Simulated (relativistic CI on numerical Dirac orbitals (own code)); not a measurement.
Radial parameters of Ga³⁺

Calculated at this level of theory: Dirac-Coulomb-Breit CI, orbitals from a KLI potential per configuration, model QED (radiative potential, 1s self-energy scaled to tabulated hydrogen-like ionisation energies), valence Slater integrals scaled by 0.85, P86 correlation energy added to each configuration (own radial code, finite nucleus).

Slater integrals F^k, G^k are unscaled and averaged over j, outside the closed core [Ar]; ζ comes from projecting the Hamiltonian with its Breit term on Σ l·s of the shell.

- 3d⁹4s: ζ(3d) = 1395.4, G^2(3d,4s) = 13403 cm⁻¹; <r>(3d) = 0.7479, <r^2>(3d) = 0.7033, <r>(4s) = 1.909, <r^2>(4s) = 4.129 (bohr units).
- 3d⁹4p: ζ(3d) = 1403.9, F^2(3d,4p) = 25336, G^1(3d,4p) = 9398.9, G^3(3d,4p) = 8368.6, ζ(4p) = 1559.9 cm⁻¹; <r>(3d) = 0.7455, <r^2>(3d) = 0.6977, <r>(4p) = 2.221, <r^2>(4p) = 5.608 (bohr units).
- 3d⁹4d: ζ(3d) = 1400.9, F^2(3d,4d) = 12955, F^4(3d,4d) = 5396.2, G^0(3d,4d) = 4971.6, G^2(3d,4d) = 4991.7, G^4(3d,4d) = 3608, ζ(4d) = 92.233 cm⁻¹; <r>(3d) = 0.7417, <r^2>(3d) = 0.6881, <r>(4d) = 3.11, <r^2>(4d) = 10.97 (bohr units).

In this model ζ of a weakly bound d, f or g electron outside closed shells comes out too small, for d by up to a factor of two or three and at times with the wrong sign; that of an outer p electron is too small as well.

Correlation outside the listed configurations is missing or only estimated: errors of thousands of cm⁻¹ between configurations and terms are usual at this charge. Rates and lifetimes follow the computed energies and can be off by large factors. The fine structure of a lone outer electron comes out too small, for d and f at times inverted, and misplaced configurations move strength between like terms. 51 of the 69 excited levels that our extract of the measured tables holds in this range could be paired (the sources list more); they are missed by 7813 cm⁻¹ on average and 11052 at most, and levels without a partner can miss by more.

Averages of the first 10 configurations, taken without configuration mixing, which lowers the lowest level and can move excited configurations by several eV; other configurations of the list can lie among them:

| Configuration | Parity | States | Average energy above the lowest level (eV) |
| --- | --- | --- | --- |
| 3d¹⁰ | even | 1 | 0.1 |
| 3d⁹4s | even | 20 | 18.4 |
| 3d⁹4p | odd | 60 | 28.1 |
| 3d⁹4d | even | 100 | 40.5 |
| 3d⁹5s | even | 20 | 41.7 |
| 3d⁸4s² | even | 45 | 44.1 |
| 3d⁹5p | odd | 60 | 45.0 |
| 3d⁹4f | odd | 140 | 48.7 |
| 3d⁹5d | even | 100 | 49.8 |
| 3d⁸4s4p | odd | 540 | 53.0 |
